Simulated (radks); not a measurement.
Q: All-electron atom: Tm3+ in [Xe] 4f12. Method: scalar-relativistic Kohn-Sham, r2SCAN, spin-unpolarised, spherical densities, finite nucleus; meta-GGA in the generalised Kohn-Sham scheme; Fermi nuclear charge, rms radius 5.2256 fm; computed with a radial shooting solver on a logarithmic mesh with Libxc functionals. Some entries of the table are withheld. Estimate them.

| orbital | occ. | eigenvalue (Ry) | <r^2> (bohr^2) | <r> (bohr) |
|---|---|---|---|---|
| 1s | 2 | -4365.260 | 0.0005487 | 0.02001 |
| 2s | 2 | -740.2830 | 0.008514 | (1) |
| 2p | 6 | -653.6903 | 0.006948 | 0.07542 |
| 3s | 2 | -168.9776 | 0.05567 | 0.2207 |
| 3p | 6 | -142.6257 | 0.05617 | 0.2201 |
| 3d | 10 | -110.0588 | 0.04689 | (2) |
| 4s | 2 | -35.63455 | 0.2795 | 0.4977 |
| 4p | 6 | -26.92783 | (3) | 0.5278 |
| 4d | 10 | -15.30946 | 0.3775 | (4) |
| 5s | 2 | (5) | 1.647 | 1.211 |
| 5p | 6 | (6) | 2.236 | 1.406 |
| 4f | 12 | -2.61682 | 0.7264 | 0.7467 |

A: 
(1) 2s <r> (bohr): 0.08486
(2) 3d <r> (bohr): 0.1999
(3) 4p <r^2> (bohr^2): 0.3169
(4) 4d <r> (bohr): 0.5703
(5) 5s eigenvalue (Ry): -6.27561
(6) 5p eigenvalue (Ry): -4.20166
